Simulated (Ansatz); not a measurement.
A nudged elastic band was laid between two geometries of C$_{2}$H$_{9}$NOSi$_{2}$ (15 atoms, charge 0, multiplicity 1).

Level of theory: Ansatz 0.2.0, RKS BHLYP-D4/STO-3G.

```json
{
 "movable images": "5",
 "climbing image": "yes",
 "spring": "5.0 eV/Å²",
 "optimiser": "quadratic models (default)",
 "start path": "IDPP",
 "force threshold": "0.05 eV/Å",
 "iteration limit": "60",
 "end points": "relaxed"
}
```

First end point:

```xyz
15
Properties=species:S:1:pos:R:3
C 0.181 -0.536 1.649
C 0.698 -0.635 0.201
N 2.132 -1.031 0.192
O -0.184 -1.371 -0.725
Si -0.029 0.291 -1.182
Si -1.795 1.650 -0.962
H 0.319 -1.487 2.171
H -0.882 -0.289 1.668
H 0.731 0.233 2.194
H 2.191 -1.948 0.696
H 2.370 -1.280 -0.796
H 0.806 0.481 -2.333
H -2.484 1.381 0.263
H -2.709 1.474 -2.051
H -1.365 3.016 -0.956
```

Last end point:

```xyz
15
Properties=species:S:1:pos:R:3
C 0.190 -0.489 1.706
C 0.654 -0.742 0.254
N 2.019 -1.351 0.263
O -0.288 -1.486 -0.582
Si -0.085 0.131 -1.173
Si -1.821 1.539 -1.053
H 0.274 -1.409 2.290
H -0.849 -0.155 1.729
H 0.810 0.276 2.179
H 2.292 -1.512 -0.734
H 2.679 -0.609 0.592
H 0.718 0.177 -2.362
H -2.456 1.442 0.226
H -2.789 1.251 -2.069
H -1.370 2.886 -1.236
```

Q: Which bonds break or form, and what moves?

A: No bond is made or broken. The dihedral Si5–C2–N3–H11 goes from -37 to 90°.

Q: Give the energies along the band, and the barrier.

A: The run converged. The highest image is number 4 of 0 to 6, 3.9 kcal/mol above the first end and 0.8 kcal/mol above the last; the last end lies 3.1 kcal/mol above the first. A vibrational analysis at the climbing image gives one clearly imaginary mode, 207i cm⁻¹: a first-order saddle point. Limits of this set-up: minimal basis.

```csv
image,path coordinate (Å),energy (kcal/mol),dihedral Si5–C2–N3–H11 (°)
0,0.00,0.0,-37
1,0.43,0.6,-18
2,0.85,2.1,2
3,1.28,3.5,22
4,1.71,3.9,43
5,2.23,3.5,67
6,2.75,3.1,90
```

Q: What is the geometry of the highest image?

A: 
```xyz
15
Properties=species:S:1:pos:R:3
C 0.197 -0.363 1.748
C 0.688 -0.664 0.315
N 2.087 -1.215 0.338
O -0.230 -1.486 -0.486
Si -0.073 0.100 -1.157
Si -1.824 1.492 -1.074
H 0.292 -1.255 2.371
H -0.848 -0.047 1.747
H 0.802 0.429 2.195
H 2.060 -2.047 -0.296
H 2.711 -0.541 -0.164
H 0.744 0.125 -2.336
H -2.466 1.411 0.202
H -2.780 1.173 -2.092
H -1.381 2.838 -1.281
```

Q: What are the harmonic wavenumbers there?

A: 207i, 39, 116, 139, 181, 282, 359, 388, 435, 546, 649, 661, 688, 733, 879, 926, 977, 1005, 1088, 1120, 1162, 1169, 1200, 1345, 1385, 1454, 1623, 1731, 1741, 1897, 2736, 2750, 2800, 2807, 3428, 3604, 3608, 3669, 3857 cm⁻¹.

Run time: 70 s on 1 thread of Intel(R) Xeon(R) 6975P-C (Granite Rapids), with other jobs on the host, peak memory 0.17 GiB.
